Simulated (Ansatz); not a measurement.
CH5S (SMILES C[SH2+]), charge +1, singlet, at a GFN2-xTB geometry. Base run: Ansatz (an electronic-structure program) with B3LYP/6-31G.

Ansatz was given this input:
Ansatz 0.2 input:
```yaml
crystal:
  periodic: [false, false, false]
  atoms:
    - {symbol: C, position_ang: [-1.13733988, -0.15488493, 0.31956678]}
    - {symbol: S, position_ang: [0.57631004, 0.06030404, -0.26311906]}
    - {symbol: H, position_ang: [-1.76532359, 0.54315093, -0.22980945]}
    - {symbol: H, position_ang: [-1.44558655, -1.16978631, 0.07792438]}
    - {symbol: H, position_ang: [-1.21784394, 0.02192839, 1.38740599]}
    - {symbol: H, position_ang: [0.83830333, 1.23610769, 0.35754640]}
    - {symbol: H, position_ang: [1.19352933, -0.66695567, 0.69943691]}
basis:
  gaussian:
    orbitals: 6-31G
hamiltonian:
  xc: b3lyp
total_charge: 1
```

Each row names what was changed in the base input (with any setting that the change needs).

```json
[
 {"change": "base", "E (Eh)": "-438.94223"},
 {"change": "functional = b3lyp; dispersion = d4", "E (Eh)": "-438.94609"},
 {"change": "functional = cam_b3lyp", "E (Eh)": "-438.89696"},
 {"change": "functional = pbe", "E (Eh)": "-438.69000"},
 {"change": "functional = SVWN5", "E (Eh)": "-437.14104"},
 {"change": "functional = wB97M-V", "E (Eh)": "___"},
 {"change": "functional = B97M-V", "E (Eh)": "-438.81936"},
 {"change": "functional = pbe; dispersion = d3bj", "E (Eh)": "-438.69376"},
 {"change": "functional = r2scan", "E (Eh)": "___"},
 {"change": "functional = BHLYP", "E (Eh)": "-438.88200"},
 {"change": "functional = PBE0-DH", "E (Eh)": "-438.67554"},
 {"change": "functional = B2PLYP", "E (Eh)": "___"},
 {"change": "functional = revpbe", "E (Eh)": "___"}
]
```

Q: Some entries are withheld; supply them.

A: 
- functional = wB97M-V, E (Eh): -438.86007
- functional = r2scan, E (Eh): -438.86494
- functional = B2PLYP, E (Eh): -438.67449
- functional = revpbe, E (Eh): -438.84438

Totals shift with the method and basis; they matter in differences.
